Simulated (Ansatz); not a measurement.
Input for Ansatz (a quantum-chemistry and plane-wave program): R-PBE/def2-TZVPP on H2PbS2 (SMILES [SH][Pb][SH]), a point of a torsion scan. Elements past Kr take the def2 small-core potentials; no spin–orbit coupling.

Ansatz 0.2 input:
```yaml
crystal:
  periodic: [false, false, false]
  atoms:
    - {symbol: S, position_ang: [1.77264538, -0.56138401, -0.61017143]}
    - {symbol: Pb, position_ang: [-0.59741610, -0.81622237, 0.26966439]}
    - {symbol: S, position_ang: [-0.37854965, -3.20768993, 1.01946240]}
    - {symbol: H, position_ang: [1.89418246, 0.73668616, -0.37701664]}
    - {symbol: H, position_ang: [0.87269483, -3.43333447, 0.66730213]}
basis:
  gaussian:
    orbitals: def2-TZVPP
hamiltonian:
  xc: {name: PBE}
scf: {lower_state_search: off}
```

It printed:

```
WARN ansatz: RAYON_NUM_THREADS=1 ignored (pool sized by the plan → 1); use --threads N
Functional definition: PBE
these checks for a lower state are left out or cut short: stability, starts, cluster_reference, orbital_swaps, neighbouring_geometries, increment
integrals: 0.09 GiB planned
1068 factors; their error is unknown
mean field: 0.53 GiB planned
mean field evaluation 1: about -26942.4521 eV, gradient 3.4e1 eV
mean field evaluation 2: about -26914.6754 eV, gradient 9.4e1 eV
mean field evaluation 4: about -26946.0652 eV, gradient 5.7e0 eV
mean field evaluation 8: about -26946.1550 eV, gradient 6.3e-2 eV
mean field evaluation 16: about -26946.1456 eV, gradient 6.4e-5 eV
mean field -26946.14558708 eV, -990.2525855718 hartree, gradient 4.7e-6 eV, S^2 0.000000; 0 other end points of the search recorded, 0 dependent functions left out
reference -26946.14562385 eV, -990.2525869230 hartree; 28, 28 occupied and 134, 134 virtual orbitals, 1068 factors
Total energy: -26946.14562385 eV, -990.2525869230 hartree
Checks for a lower state left out: stability, starts, cluster_reference, orbital_swaps, neighbouring_geometries, increment
```

The run converged.

Cost: very roughly 1.4 core-seconds.
